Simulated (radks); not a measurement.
Q: Radial electron density D(r) = 4 pi r^2 rho(r) of an atom or ion with 19 electrons. Calculated with a radial shooting solver on a logarithmic mesh with Libxc functionals: non-relativistic Kohn-Sham, PBE, spin-polarised, spherical densities, point nucleus.

| r (bohr) | D(r) (e/bohr) | spin D(r) |
|---|---|---|
| 0.008995 | 5.502 | -0.000149 |
| 0.01162 | 8.139 | -0.000220 |
| 0.01501 | 11.63 | -0.000315 |
| 0.01954 | 16.02 | -0.000435 |
| 0.02525 | 20.64 | -0.000565 |
| 0.03261 | 24.71 | -0.000694 |
| 0.04212 | 27.08 | -0.000814 |
| 0.05441 | 26.81 | -0.000936 |
| 0.07085 | 24.07 | -0.00106 |
| 0.09153 | 21.25 | -0.000884 |
| 0.1182 | 21.31 | 0.00119 |
| 0.1527 | 25.18 | 0.0103 |
| 0.1973 | 29.32 | 0.0384 |
| 0.2569 | 27.87 | 0.110 |
| 0.3318 | 19.72 | 0.244 |
| 0.4286 | 11.17 | 0.454 |
| 0.5537 | 8.719 | 0.708 |
| 0.7153 | 10.68 | 0.900 |
| 0.9239 | 10.47 | 0.896 |
| 1.203 | 6.379 | 0.665 |
| 1.554 | 2.379 | 0.356 |
| 2.007 | 0.5258 | 0.130 |
| 2.593 | 0.06674 | 0.0294 |
| 3.35 | 0.004741 | 0.00335 |
| 4.362 | 0.0001527 | 0.000139 |

What is the nuclear charge?

A: Z = 23. The innermost maximum, from 1s, lies near 1/Z = 0.0435 bohr (found: 0.0467), and its height grows with Z. The density is that of the vanadium ion V4+ in [Ar] 3d1; the configuration itself is not fixed sharply by these data, and Z only to about a unit. D(r) has 3 maxima, at r = 0.0467, 0.215, 0.806 bohr, and minima at 0.104, 0.532 bohr, inside which lie 2.13, 10.42 electrons.
